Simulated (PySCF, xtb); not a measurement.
HO₃, SMILES OO[O], multiplicity 2. The values are those of a single conformer.

Harmonic wavenumbers (cm⁻¹) from xtb 6.7.1 with GFN2-xTB at its own minimum, in rising order: 266, 513, 842, 1143, 1348, 3480.

**Question.** What does PySCF with TPSSh-D3(BJ)/def2-TZVP give at its own minimum? (The exact figures need the calculation; the answer reports its results.)

**Answer.** 198, 442, 649, 1211, 1383, 3701. Paired by order, the mean absolute difference is 110 cm⁻¹ and the zero-point energies are 10.9 and 10.8 kcal/mol.
